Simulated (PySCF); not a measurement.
C$_{3}$H$_{8}$In, doublet, at a GFN2-xTB geometry (such geometries of metal compounds can be far from the true shape) (the spin is typed, not shown lowest) (core potentials on In); M062X/def2-SV(P) (PySCF).

Here is a job for PySCF.
```python
from pyscf import gto, scf, dft

mol = gto.M(
    atom='''
In    0.180383    0.451338    0.200769
C    -1.561851    1.146072    1.674964
H    -1.894097    0.254443    2.206083
H    -2.386511    1.537348    1.079984
H    -1.243701    1.899721    2.392665
C    -0.155828   -1.704880   -0.895024
C     0.835226   -2.012747   -1.996975
H    -1.178863   -1.649088   -1.274179
H    -0.111466   -2.444806   -0.092684
H     1.853456   -2.044741   -1.606074
H     0.790707   -1.255953   -2.782148
H     0.626431   -2.983154   -2.459134
''',
    basis='def2-sv(p)',
    ecp={'In': 'def2-sv(p)'},
    charge=0,
    spin=1,
    verbose=4,
)

mf = dft.UKS(mol)
mf.xc = 'm062x'
mf.init_guess = 'sap'
mf.kernel()
```

Output, abridged:

```
PySCF version 2.14.0

[INPUT] verbose = 4
[INPUT] num. atoms = 12
[INPUT] num. electrons = 47
[INPUT] charge = 0
[INPUT] spin (= nelec alpha-beta = 2S) = 1
[INPUT] symmetry False subgroup None
[INPUT] Mole.unit = angstrom
[INPUT] Symbol           X                Y                Z      unit          X                Y                Z       unit  Magmom
[INPUT]  1 In     0.180383000000   0.451338000000   0.200769000000 AA    0.340874467527   0.852905209609   0.379398424303 Bohr   0.0
[INPUT]  2 C     -1.561851000000   1.146072000000   1.674964000000 AA   -2.951470637378   2.165762199033   3.165223228506 Bohr   0.0
[INPUT]  3 H     -1.894097000000   0.254443000000   2.206083000000 AA   -3.579324583360   0.480827584313   4.168892678059 Bohr   0.0
[INPUT]  4 H     -2.386511000000   1.537348000000   1.079984000000 AA   -4.509852183262   2.905166678148   2.040873978912 Bohr   0.0
[INPUT]  5 H     -1.243701000000   1.899721000000   2.392665000000 AA   -2.350254270848   3.589952403085   4.521481557832 Bohr   0.0
[INPUT]  6 C     -0.155828000000  -1.704880000000  -0.895024000000 AA   -0.294472242539  -3.221756275248  -1.691350234913 Bohr   0.0
[INPUT]  7 C      0.835226000000  -2.012747000000  -1.996975000000 AA    1.578348392116  -3.803540588040  -3.773735827603 Bohr   0.0
[INPUT]  8 H     -1.178863000000  -1.649088000000  -1.274179000000 AA   -2.227728208383  -3.116324675307  -2.407849343672 Bohr   0.0
[INPUT]  9 H     -0.111466000000  -2.444806000000  -0.092684000000 AA   -0.210640212201  -4.620013767693  -0.175147376129 Bohr   0.0
[INPUT] 10 H      1.853456000000  -2.044741000000  -1.606074000000 AA    3.502524223932  -3.864000485669  -3.035039995785 Bohr   0.0
[INPUT] 11 H      0.790707000000  -1.255953000000  -2.782148000000 AA    1.494219674776  -2.373407195326  -5.257497758006 Bohr   0.0
[INPUT] 12 H      0.626431000000  -2.983154000000  -2.459134000000 AA    1.183783025937  -5.637344047401  -4.647089763606 Bohr   0.0

nuclear repulsion = 166.016953182022
number of shells = 44
number of NR pGTOs = 165
number of NR cGTOs = 84
basis = def2-sv(p)
ecp = {'In': 'def2-sv(p)'}

******** <class 'pyscf.dft.uks.UKS'> ********
method = UKS
initial guess = sap
damping factor = 0
level_shift factor = 0
DIIS = <class 'pyscf.scf.diis.CDIIS'>
diis_start_cycle = 1
diis_space = 8
diis_damp = 0
SCF conv_tol = 1e-09
SCF conv_tol_grad = None
SCF max_cycles = 50
direct_scf = True
direct_scf_tol = 1e-13
number electrons alpha = 24  beta = 23
XC library pyscf.dft.libxc version 7.1.2
    S. Lehtola, C. Steigemann, M. J. T. Oliveira, and M. A. L. Marques,  SoftwareX 7, 1–5 (2018)
XC functionals = m062x
    Y. Zhao and D. G. Truhlar,  Theor. Chem. Acc. 120, 215 (2008)
    Y. Zhao and D. G. Truhlar,  Theor. Chem. Acc. 120, 215 (2008)
radial grids:
    Treutler-Ahlrichs [JCP 102, 346 (1995); DOI:10.1063/1.469408] (M4) radial grids

becke partition: Becke, JCP 88, 2547 (1988); DOI:10.1063/1.454033
pruning grids: <function nwchem_prune>
grids dens level: 3
symmetrized grids: False
atomic radii adjust function: <function treutler_atomic_radii_adjust>
small_rho_cutoff = 0
Set gradient conv threshold to 3.16228e-05
Initial guess from superposition of atomic potentials (doi:10.1021/acs.jctc.8b01089)
This is the Gaussian fit version as described in doi:10.1063/5.0004046.
Found SAP basis sapgrasplarge

WARN: SAP basis coefficients must be equal or closeto total electronic charge: -75.0 !≃ 47
Check fails with value 28.0

tot grids = 142696
init E= -88.6183797840215

cycle= 1 E= -234.835629369394  delta_E= -146  |g|= 11.7  |ddm|=  141
cycle= 2 E= 3.64794786631759  delta_E=  238  |g|= 9.43  |ddm|= 80.7
cycle= 3 E= -256.900867896504  delta_E= -261  |g|= 5.99  |ddm|= 81.8

cycle= 4 E= -287.818779638382  delta_E= -30.9  |g|= 3.79  |ddm|= 11.4
cycle= 5 E= -261.282082620795  delta_E= 26.5  |g|= 4.89  |ddm|= 14.9

cycle= 6 E= -307.055276698914  delta_E= -45.8  |g|= 1.54  |ddm|= 13.1
cycle= 7 E= -308.103903062378  delta_E= -1.05  |g|= 1.01  |ddm|= 6.93
cycle= 8 E= -308.660170214425  delta_E= -0.556  |g|= 0.624  |ddm|= 1.86
cycle= 9 E= -308.945952649648  delta_E= -0.286  |g|= 0.0979  |ddm|= 0.757
cycle= 10 E= -308.95879237523  delta_E= -0.0128  |g|= 0.05  |ddm|= 0.325
cycle= 11 E= -308.960721760718  delta_E= -0.00193  |g|= 0.021  |ddm|= 0.0835
cycle= 12 E= -308.961262222085  delta_E= -0.00054  |g|= 0.011  |ddm|= 0.0553
cycle= 13 E= -308.961432782106  delta_E= -0.000171  |g|= 0.00408  |ddm|= 0.0317
cycle= 14 E= -308.96147478122  delta_E= -4.2e-05  |g|= 0.00147  |ddm|= 0.0165
cycle= 15 E= -308.96148532361  delta_E= -1.05e-05  |g|= 0.000715  |ddm|= 0.00937
cycle= 16 E= -308.961487310044  delta_E= -1.99e-06  |g|= 0.000192  |ddm|= 0.00493
cycle= 17 E= -308.961487431524  delta_E= -1.21e-07  |g|= 7.29e-05  |ddm|= 0.00129
cycle= 18 E= -308.961487445644  delta_E= -1.41e-08  |g|= 2.67e-05  |ddm|= 0.000435
cycle= 19 E= -308.961487447539  delta_E= -1.89e-09  |g|= 9.91e-06  |ddm|= 0.000149
cycle= 20 E= -308.961487447786  delta_E= -2.47e-10  |g|= 3.97e-06  |ddm|= 3.9e-05
Extra cycle  E= -308.961487447814  delta_E= -2.73e-11  |g|= 2.74e-06  |ddm|= 1.16e-05
converged SCF energy = -308.961487447814  <S^2> = 0.7618053  2S+1 = 2.0117707
```
